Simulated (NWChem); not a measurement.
System: SiH$_{3}$O$_{2}$F; SMILES F[SiH](O)O

```xyz
7

Si     0.0332    -0.0149     0.3475
O      0.6474    -1.4513    -0.1950
O     -1.5294     0.1318    -0.2084
F      0.8720     1.2679    -0.2294
H      0.1844    -0.0130     1.8249
H      0.4289    -1.6734    -1.1175
H     -1.8701     1.0402    -0.2795
```
Atoms are numbered in this order, from 1.

Computed with NWChem. Pople sets run with spherical d functions. All runs use the structure optimised with PBE-D3(BJ)/def2-SVP.

**Question.** Order these by “highest occupied level (eV)”, lowest first: TPSS/3-21G; TPSS/STO-3G; TPSS/6-311G**.

**Answer.** TPSS/6-311G** (-7.97), TPSS/3-21G (-7.18), TPSS/STO-3G (-2.54)
